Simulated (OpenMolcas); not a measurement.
V4+ among 5 point charges of -1.5 e arranged as a trigonal bipyramid (D3h). The axial distance is 0.92 times the equatorial one, R.

* Program: OpenMolcas
* Method: CASSCF
* Basis: ANO-RCC-VDZP [5s4p2d1f]
* Scalar Hamiltonian: DKH2, point nucleus
* Active space: 1 electron in 5 orbitals (3d)
* State averaging: 2S+1 = 2 even, 5 roots
* Spin-orbit coupling: RASSI with atomic mean-field integrals over the reference wave functions

All point charges move together. At R = 1.76 Å the first state of the same spin is 2179 cm-1, and at R = 1.9 Å it is 2056 cm-1.

Problem. A third run gives 1921 cm-1. What distance was it run at?

Solution. With a power law R^-n the two known points give n = -ln(2056 / 2179) / ln(1.9 / 1.76) = 0.76. Then R = 1.76 × (2179 / 1921)^(1/0.76) = 2.077 Å. The run was at 2.01 Å, so the estimate is off by +0.067 Å.

An orbital doublet at a regular site is open to a Jahn-Teller distortion, which this geometry leaves out. Point charges carry no covalency, so the field is a model and not that of real ligands. No measured value stands beside these numbers.
